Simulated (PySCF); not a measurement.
A PySCF script (with the pyscf-properties extension) for the NMR shieldings of `CO[Si@@H](N)[SiH2][SiH2]C#N`, C2H10N2OSi3, on a GFN2-xTB geometry:

```python
import basis_set_exchange as bse
import numpy as np
from pyscf import gto, dft
from pyscf.prop import nmr

atoms = """
C    -1.839240    1.495503   -0.043608
O    -0.831382    0.556152    0.170076
Si   -0.943884   -1.003232    0.608881
N    -1.876032   -1.872345   -0.564210
Si    1.332281   -1.332947    0.731896
Si    2.633968    0.478105    0.074015
C     1.772444    2.080591    0.500213
N     1.229069    3.054940    0.764641
H    -1.361226    2.456667   -0.234199
H    -2.479379    1.580301    0.836493
H    -2.456077    1.211148   -0.898789
H    -1.752336   -1.199371    1.819882
H    -2.057037   -2.852329   -0.422808
H    -1.710685   -1.697560   -1.543416
H     1.772105   -2.483467   -0.089656
H     1.752729   -1.746321    2.084584
H     3.946495    0.657143    0.714797
H     2.859427    0.623339   -1.373765
"""
names = dict.fromkeys(["C", "O", "Si", "N", "H"], "pcSseg-1")
basis = {el: gto.basis.parse(bse.get_basis(n, elements=[el], fmt="nwchem")) for el, n in names.items()}
mol = gto.M(atom=atoms, basis=basis, charge=0, verbose=0)
mf = dft.RKS(mol, xc="PBE0")
mf.grids.level = 2
mf.grids.alignment = dft.numint.BLKSIZE   # the property module wants whole blocks of grid points
mf.conv_tol = 1e-9
mf.kernel()

calc = nmr.RKS(mf)   # GIAO
C = mf.mo_coeff
Co = C[:, mf.mo_occ > 0]
resp = mf.gen_response(singlet=True, hermi=2)
def vind(x):   # induced exchange potential for any number of trial vectors
    d = np.einsum("pi,xij,qj->xpq", C, 2 * x.reshape(-1, C.shape[1], Co.shape[1]), Co, optimize=True)
    return np.einsum("xpq,pi,qj->xij", resp(d - d.transpose(0, 2, 1)), C, Co, optimize=True).ravel()
mo1, _ = nmr.rhf.solve_mo1(calc, with_cphf=vind)
sigma = calc.kernel(mo1)
for i, s in enumerate(sigma):   # ppm
    w = np.linalg.eigvalsh((s + s.T) / 2)
    print("%2d %-2s iso %8.1f  s11 %8.1f  s22 %8.1f  s33 %8.1f" % (i, mol.atom_pure_symbol(i), w.mean(), *w))
```

Question: What does it print?

Answer: 
```
 0 C  iso    132.7  s11    102.9  s22    110.8  s33    184.3
 1 O  iso    300.9  s11    260.7  s22    295.9  s33    346.1
 2 Si iso    359.9  s11    330.0  s22    351.4  s33    398.2
 3 N  iso    235.7  s11    205.2  s22    247.6  s33    254.4
 4 Si iso    479.9  s11    454.5  s22    486.4  s33    498.7
 5 Si iso    450.6  s11    425.5  s22    451.5  s33    474.7
 6 C  iso     62.5  s11    -53.7  s22    -46.5  s33    287.7
 7 N  iso    -93.4  s11   -293.0  s22   -280.0  s33    293.0
 8 H  iso     27.3  s11     22.5  s22     26.6  s33     32.7
 9 H  iso     28.1  s11     24.1  s22     25.2  s33     34.8
10 H  iso     27.7  s11     22.7  s22     25.9  s33     34.6
11 H  iso     26.0  s11     22.5  s22     24.5  s33     31.1
12 H  iso     31.3  s11     24.8  s22     26.8  s33     42.3
13 H  iso     31.1  s11     24.6  s22     28.3  s33     40.4
14 H  iso     28.6  s11     25.2  s22     26.4  s33     34.3
15 H  iso     28.4  s11     24.9  s22     26.0  s33     34.1
16 H  iso     27.4  s11     23.6  s22     25.5  s33     33.2
17 H  iso     27.4  s11     24.2  s22     25.4  s33     32.6
```

These numbers come from an equivalent density-fitted implementation of the same equations, which agrees with the script to about 0.01 ppm for H and up to a few tenths of a ppm for heavy atoms, so last digits may differ.

Question: Turn these shieldings into chemical shifts. Shifts are taken against calculated references (same method and geometry level): 13C (σref 186.93) and 29Si (σref 349.16) and 1H (σref 31.72) against TMS; 17O (σref 336.08) against H2O; 15N (σref 267.73) vs NH3.

Answer: Averaging equivalent atoms: C 6: 124.4; C 0: 54.2; O 1: 35.2; Si 2: -10.7; Si 5: -101.4; Si 4: -130.7; N 7: 361.1; N 3: 32.0; H 11: 5.69; H 16: 4.31; H 17: 4.30; H 8/9/10: 4.04; H 15: 3.36; H 14: 3.08; H 12/13: 0.51 ppm. Experimental scales use liquid or dissolved standards, which lie at an offset from isolated NH3 (liquid NH3: subtract about 20 ppm) and H2O (liquid H2O: subtract about 36 ppm). Unscaled 15N shifts of sp2 nitrogen come out 20 to 40 ppm too high even then.

Size and cost of the density-fitted run: 207 basis functions, 2 min wall time on 1 thread of an Intel Xeon, shared host; peak memory 0.95 GiB.
